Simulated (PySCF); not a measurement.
F3OTa, charge +1, doublet, at a GFN2-xTB geometry (such geometries of metal compounds can be far from the true shape) (the multiplicity is a formal guess) (core potentials on Ta); BHANDHLYP/def2-SVP run with PySCF.

Here is a job for PySCF.
```python
from pyscf import gto, scf, dft

mol = gto.Mole()
mol.atom = '''
    Ta    0.011017    0.005905   -0.012709
    O     1.121397    0.601125   -1.293631
    F     0.944640   -0.941551    1.203040
    F    -1.251577   -1.047486   -0.749998
    F    -0.779216    1.406804    0.799933
'''
mol.basis = 'def2-svp'
mol.ecp = {'Ta': 'def2-svp'}
mol.charge = 1
mol.spin = 1
mol.verbose = 4
mol.build()

mf = dft.UKS(mol)
mf.xc = 'bhandhlyp'
mf.grids.atom_grid = (99, 590)
mf.grids.prune = None
mf.kernel()
```

Output, abridged:

```
PySCF version 2.14.0

[INPUT] verbose = 4
[INPUT] num. atoms = 5
[INPUT] num. electrons = 47
[INPUT] charge = 1
[INPUT] spin (= nelec alpha-beta = 2S) = 1
[INPUT] symmetry False subgroup None
[INPUT] Mole.unit = angstrom
[INPUT] Symbol           X                Y                Z      unit          X                Y                Z       unit  Magmom
[INPUT]  1 Ta     0.011017000000   0.005905000000  -0.012709000000 AA    0.020819112714   0.011158832766  -0.024016529317 Bohr   0.0
[INPUT]  2 O      1.121397000000   0.601125000000  -1.293631000000 AA    2.119133206909   1.135961616629  -2.444608296247 Bohr   0.0
[INPUT]  3 F      0.944640000000  -0.941551000000   1.203040000000 AA    1.785110886309  -1.779273522310   2.273416116897 Bohr   0.0
[INPUT]  4 F     -1.251577000000  -1.047486000000  -0.749998000000 AA   -2.365137753805  -1.979461659316  -1.417290813972 Bohr   0.0
[INPUT]  5 F     -0.779216000000   1.406804000000   0.799933000000 AA   -1.472504831879   2.658474270943   1.511654288002 Bohr   0.0

nuclear repulsion = 216.304852017748
number of shells = 36
number of NR pGTOs = 153
number of NR cGTOs = 88
basis = def2-svp
ecp = {'Ta': 'def2-svp'}

******** <class 'pyscf.dft.uks.UKS'> ********
method = UKS
initial guess = minao
damping factor = 0
level_shift factor = 0
DIIS = <class 'pyscf.scf.diis.CDIIS'>
diis_start_cycle = 1
diis_space = 8
diis_damp = 0
SCF conv_tol = 1e-09
SCF conv_tol_grad = None
SCF max_cycles = 50
direct_scf = True
direct_scf_tol = 1e-13
number electrons alpha = 24  beta = 23
XC library pyscf.dft.libxc version 7.1.2
    S. Lehtola, C. Steigemann, M. J. T. Oliveira, and M. A. L. Marques,  SoftwareX 7, 1–5 (2018)
XC functionals = bhandhlyp
    A. D. Becke,  J. Chem. Phys. 98, 1372 (1993)
    Defined through Gaussian implementation.
radial grids:
    Treutler-Ahlrichs [JCP 102, 346 (1995); DOI:10.1063/1.469408] (M4) radial grids

becke partition: Becke, JCP 88, 2547 (1988); DOI:10.1063/1.454033
pruning grids: None
grids dens level: 3
symmetrized grids: False
atomic radii adjust function: <function treutler_atomic_radii_adjust>
User specified grid scheme (99, 590)
small_rho_cutoff = 0
Set gradient conv threshold to 3.16228e-05
tot grids = 292056
init E= -418.306888967155

cycle= 1 E= -430.94928207683  delta_E= -12.6  |g|= 0.511  |ddm|= 5.65
cycle= 2 E= -430.855213739926  delta_E= 0.0941  |g|= 0.728  |ddm|= 0.683
cycle= 3 E= -431.031435944367  delta_E= -0.176  |g|= 0.0703  |ddm|= 0.479
cycle= 4 E= -431.033710004665  delta_E= -0.00227  |g|= 0.0141  |ddm|= 0.0844
cycle= 5 E= -431.033854317988  delta_E= -0.000144  |g|= 0.00739  |ddm|= 0.0212
cycle= 6 E= -431.033886108013  delta_E= -3.18e-05  |g|= 0.00401  |ddm|= 0.00857
cycle= 7 E= -431.033900094228  delta_E= -1.4e-05  |g|= 0.000909  |ddm|= 0.00572
cycle= 8 E= -431.033901476639  delta_E= -1.38e-06  |g|= 0.000654  |ddm|= 0.00226
cycle= 9 E= -431.033901759756  delta_E= -2.83e-07  |g|= 0.000236  |ddm|= 0.000833
cycle= 10 E= -431.033901823542  delta_E= -6.38e-08  |g|= 5.06e-05  |ddm|= 0.000474
cycle= 11 E= -431.03390182832  delta_E= -4.78e-09  |g|= 2.47e-05  |ddm|= 0.00013
cycle= 12 E= -431.033901828887  delta_E= -5.67e-10  |g|= 2.22e-05  |ddm|= 3.68e-05
Extra cycle  E= -431.033901829182  delta_E= -2.95e-10  |g|= 2.95e-05  |ddm|= 3.92e-05
converged SCF energy = -431.033901829182  <S^2> = 0.75460216  2S+1 = 2.0045969
```
